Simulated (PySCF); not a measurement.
BH2Br, SMILES BBr.

The structure is a stationary point at B3LYP-D3(BJ)/def2-TZVP.

All values below come from M06-2X/def2-TZVPD in PySCF.

| Item | Value |
|---|---|
| total energy | -2600.24804 hartree |
| point group | C2v |
| highest occupied level | -9.43 eV |
| lowest empty level | -1.10 eV |
| orbital gap | 8.33 eV |
| dipole moment | 0.78 D |
| quadrupole, principal values (traceless, Buckingham form, about the centre of nuclear charge) | -1.92, 0.34, 1.58 D·Å |
| mean static polarisability | 36.8 bohr³ (5.45 Å³) |
| polarisability, principal values | 30.2, 33.3, 46.9 bohr³ |
